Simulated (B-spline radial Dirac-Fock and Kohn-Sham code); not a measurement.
# V⁺: scattering cross sections and density moments

System: V⁺ in the configuration [Ar] 3d3 4p1 (not the ground configuration).

The computed values come from a radial atomic solver: configuration-average Dirac-Fock orbitals.

- Sum of ⟨r⟩: 18.30 bohr
- Sum of ⟨r²⟩: 34.53 bohr²
- Sum of ⟨1/r⟩: 97.926 per bohr
- Langevin diamagnetic susceptibility: -27.3 × 10⁻⁶ cm³/mol
- Lamb shielding (α²/3)Σ⟨1/r⟩: 1738 ppm

Coherent scattering is the Thomson cross section weighted by f₀², without anomalous dispersion; incoherent scattering is Klein-Nishina weighted by S. The Lamb formula is the non-relativistic shielding expression. Electron correlation is left out.

```csv
hν (keV),coherent (b),incoherent (b),incoherent per electron (b)
2,262.7,1.557,0.0708
17.4793,42.38,8.879,0.404
20,35.34,9.290,0.422
50,8.436,10.75,0.489
100,2.535,10.25,0.466
200,0.6909,8.762,0.398
500,0.1155,6.329,0.288
1000,0.02912,4.638,0.211
```

Incoherent scattering overtakes coherent scattering between 20 and 50 keV.
